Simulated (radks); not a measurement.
Results of a calculation; reference values are marked as such.
Question: Br17+, configuration [Ar] (the NIST ground configuration). Code: a radial shooting solver on a logarithmic mesh with Libxc functionals. Model: scalar-relativistic Kohn-Sham, PBE, spin-polarised, spherical densities, finite nucleus; Fermi nuclear charge, rms radius 4.1629 fm. Some entries of the table are withheld. Estimate them.

orbital,occ.,eigenvalue (eV),<1/r> (bohr^-1)
1s,2,-13942.25,35.65
2s,2,-2359.853,7.945
2p,6,-2157.532,7.762
3s,2,-762.7557,2.960
3p,6,-697.8358,2.857
3d,0,-601.5841,2.698
4s,0,(1),1.457
4p,0,-337.5564,1.407
4f,0,-272.0494,(2)

Answer: 
(1) 4s eigenvalue (eV): -362.3317
(2) 4f <1/r> (bohr^-1): 1.229
